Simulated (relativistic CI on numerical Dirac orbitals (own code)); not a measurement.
## Calculated levels, P³⁺

Computed by Dirac-Coulomb-Breit CI, KLI orbitals optimised for each configuration, model QED (radiative potential, 1s self-energy scaled to tabulated hydrogen-like ionisation energies), valence Slater integrals scaled by 0.85, configuration energies shifted to the measured levels that pair with them (semi-empirical) (own radial code, finite nucleus).

Configuration list (outside the closed core [Ne]): 3s2, 3s 3p, 3p2, 3s 3d, 3s 4s, 3s 4p, 3p 3d, 3s 4f, 3s 4d, 3s 5s, 3d2, 3p 4s, 3d 4s, 3s 5p, 3s 5d, 3s 5f, 4s2, 3s 5g. Levels of other configurations are missing.

| No. | Configuration | Term | J | E (cm⁻¹) | % | Landé g | jj configuration (%) |
| --- | --- | --- | --- | --- | --- | --- | --- |
| 1 | 3s2 | 1S | 0 | 0 | 97 |  | closed (97) |
| 2 | 3s 3p | 3P° | 0 | 67926 | 99 |  | 3s 3p1/2 (99) |
| 3 | 3s 3p | 3P° | 1 | 68146 | 99 | 1.501 | 3s 3p1/2 (67) |
| 4 | 3s 3p | 3P° | 2 | 68599 | 99 | 1.501 | 3s 3p3/2 (99) |
| 5 | 3s 3p | 1P° | 1 | 103860 | 96 | 1.000 | 3s 3p3/2 (65) |
| 6 | 3p2 | 1D | 2 | 158662 | 72 | 1.001 | 3p1/2 3p3/2 (51) |
| 7 | 3p2 | 3P | 0 | 164949 | 99 |  | 3p1/2^2 (68) |
| 8 | 3p2 | 3P | 1 | 165185 | 99 | 1.501 | 3p1/2 3p3/2 (99) |
| 9 | 3p2 | 3P | 2 | 165641 | 99 | 1.500 | 3p3/2^2 (69) |
| 10 | 3s 3d | 3D | 3 | 188512 | 100 | 1.334 | 3s 3d5/2 (100) |
| 11 | 3s 3d | 3D | 2 | 188517 | 100 | 1.167 | 3s 3d3/2 (60) |
| 12 | 3s 3d | 3D | 1 | 188521 | 100 | 0.499 | 3s 3d3/2 (100) |
| 13 | 3p2 | 1S | 0 | 193837 | 93 |  | 3p3/2^2 (64) |
| 14 | 3s 3d | 1D | 2 | 219162 | 71 | 1.000 | 3s 3d5/2 (42) |
| 15 | 3s 4s | 3S | 1 | 226383 | 100 | 2.002 | 3s 4s (100) |
| 16 | 3s 4s | 1S | 0 | 234513 | 99 |  | 3s 4s (99) |
| 17 | 3s 4p | 3P° | 0 | 255869 | 99 |  | 3s 4p1/2 (99) |
| 18 | 3s 4p | 3P° | 1 | 255931 | 99 | 1.499 | 3s 4p1/2 (71) |
| 19 | 3s 4p | 3P° | 2 | 256074 | 99 | 1.501 | 3s 4p3/2 (99) |
| 20 | 3s 4p | 1P° | 1 | 257523 | 95 | 1.002 | 3s 4p3/2 (68) |
| 21 | 3p 3d | 3F° | 2 | 263173 | 98 | 0.667 | 3p1/2 3d3/2 (77) |
| 22 | 3p 3d | 3F° | 3 | 263411 | 98 | 1.083 | 3p3/2 3d3/2 (51) |
| 23 | 3p 3d | 3F° | 4 | 263720 | 98 | 1.250 | 3p3/2 3d5/2 (98) |
| 24 | 3p 3d | 1D° | 2 | 267470 | 100 | 0.999 | 3p3/2 3d5/2 (47) |
| 25 | 3p 3d | 3P° | 2 | 281014 | 97 | 1.495 | 3p1/2 3d5/2 (58) |
| 26 | 3p 3d | 3P° | 1 | 281254 | 98 | 1.485 | 3p3/2 3d3/2 (42) |
| 27 | 3p 3d | 3P° | 0 | 281400 | 99 |  | 3p3/2 3d3/2 (99) |
| 28 | 3p 3d | 3D° | 1 | 282858 | 98 | 0.515 | 3p3/2 3d3/2 (51) |
| 29 | 3p 3d | 3D° | 2 | 282950 | 98 | 1.173 | 3p3/2 3d3/2 (59) |
| 30 | 3p 3d | 3D° | 3 | 283020 | 100 | 1.334 | 3p3/2 3d5/2 (70) |
| 31 | 3s 4d | 3D | 3 | 293244 | 100 | 1.334 | 3s 4d5/2 (100) |
| 32 | 3s 4d | 3D | 2 | 293245 | 100 | 1.167 | 3s 4d3/2 (60) |
| 33 | 3s 4d | 3D | 1 | 293246 | 100 | 0.499 | 3s 4d3/2 (100) |
| 34 | 3p 3d | 1F° | 3 | 293419 | 51 | 1.000 | 3s 4f7/2 (27) |
| 35 | 3s 4d | 1D | 2 | 296701 | 98 | 1.000 | 3s 4d5/2 (59) |
| 36 | 3s 4f‡ | 3F° | 2 | 306242 | 98 | 0.666 | 3s 4f5/2 (98) |
| 37 | 3s 4f‡ | 3F° | 3 | 306246 | 98 | 1.083 | 3s 4f5/2 (56) |
| 38 | 3s 4f‡ | 3F° | 4 | 306252 | 98 | 1.251 | 3s 4f7/2 (98) |
| 39 | 3s 5s | 3S | 1 | 308637 | 100 | 2.002 | 3s 5s (100) |
| 40 | 3p 3d | 1P° | 1 | 311374 | 92 | 1.000 | 3p3/2 3d5/2 (56) |
| 41 | 3s 5s | 1S | 0 | 311657 | 100 |  | 3s 5s (100) |
| 42 | 3p 4s‡ | 3P° | 0 | 316661 | 92 |  | 3p1/2 4s (92) |
| 43 | 3p 4s‡ | 3P° | 1 | 316695 | 55 | 1.297 | 3p1/2 4s (75) |
| 44 | 3p 4s‡ | 3P° | 1 | 317171 | 37 | 1.204 | 3p3/2 4s (61) |
| 45 | 3p 4s‡ | 3P° | 2 | 317354 | 91 | 1.501 | 3p3/2 4s (91) |

Energies count from the lowest computed level; ° marks odd parity. Filled j subshells are mostly left out of the jj labels. ‡ marks configurations that were not tied to measured data.

The mean weight of the leading LS term, summed over parents, in these 45 levels is 94 %, and that of the leading jj configuration (from the same eigenvectors) 77 %, so LS coupling describes them better.

Configurations whose levels could be paired with our table of measured levels were shifted onto them, all but the ground configuration, by the median error of their levels; single terms can still be off by 1,000 to 2,000 cm⁻¹ or more, and rates follow the energies as ν³ (E1, M1) or ν⁵ (E2). The others borrow a shift and can be off by several thousand cm⁻¹ or more. The fine structure of a lone outer electron comes out too small, for d and f at times inverted, and misplaced configurations move strength between like terms. 25 of the 26 excited levels that our extract of the measured tables holds in this range could be paired (the sources list more); they are missed by 312 cm⁻¹ on average and 1372 at most, after the shifts were fitted to these levels, and levels without a partner can miss by more.
